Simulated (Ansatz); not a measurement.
Born–Oppenheimer molecular dynamics of a periodic cell of 17 atoms, AlSi16 (host Si, host structure diamond, interstitial Al). It starts from a relaxed structure.

The calculation used DFT PBE, scalar-relativistic, plane waves, PAW in Ansatz. Settings: PAW set soft_1, cutoff 420 eV, k mesh 2x2x2, fermi-dirac smearing 0.02 eV, spin collinear.

```
ensemble        : NVT, Langevin thermostat
time step       : 3 fs
steps asked     : 140
set temperature : 1500 K
friction        : 0.05 /fs
seed            : 681138
```

First frame:

```xyz
17
Lattice="0.0000 5.4300 5.4300 5.4300 0.0000 5.4300 5.4300 5.4300 0.0000" Properties=species:S:1:pos:R:3
Si -0.047 0.048 -0.045
Si 1.358 1.373 1.360
Si 2.730 2.701 -0.013
Si 4.058 4.073 1.359
Si 2.764 0.049 2.765
Si 4.073 1.359 4.076
Si 5.383 2.668 2.765
Si 6.788 4.074 4.090
Si -0.014 2.701 2.731
Si 1.358 4.073 4.060
Si 2.730 5.445 2.731
Si 4.073 6.788 4.074
Si 2.763 2.668 5.385
Si 4.088 4.074 6.790
Si 5.416 5.445 5.418
Si 6.788 6.774 6.790
Al 6.788 9.504 6.791
```

Problem. What does the run give?

Solution. All steps were run.

- steps done: 140
- time covered: 420 fs
- mean temperature over the second half: 1389 K
- spread of the potential energy over the second half: 43.9 meV per atom
- mean potential energy of the second half above the start: 214.8 meV per atom

A run of 0.42 ps of so small a system gives no equilibrium averages. Limits of this set-up: coarse k mesh, a small cell, in which the defect meets its images.

Problem. What happens to the structure?

Solution. Mean squared displacements from the first frame to the last, about the centre of mass: Si 0.57 Å², Al 1.57 Å². The details hang on the random start.

Problem. How do temperature and energy run in time?

Solution. 
| time (fs) | T (K) | potential energy less start (eV) |
| --- | --- | --- |
| 0 | 1412 | 0.000 |
| 21 | 1393 | 2.017 |
| 42 | 1347 | 3.337 |
| 63 | 1670 | 2.633 |
| 84 | 1178 | 2.929 |
| 105 | 1278 | 3.087 |
| 126 | 1402 | 4.383 |
| 147 | 1056 | 4.749 |
| 168 | 1566 | 4.278 |
| 189 | 1763 | 4.282 |
| 210 | 1620 | 3.700 |
| 231 | 1468 | 3.466 |
| 252 | 1255 | 2.971 |
| 273 | 1534 | 3.148 |
| 294 | 1351 | 3.066 |
| 315 | 1279 | 2.837 |
| 336 | 1277 | 3.290 |
| 357 | 1366 | 4.553 |
| 378 | 1313 | 4.650 |
| 399 | 1279 | 4.526 |
| 420 | 1611 | 4.530 |

The run took 14 min on 1 thread of Arm Neoverse V2, with other jobs on the host, peak memory 0.62 GiB.
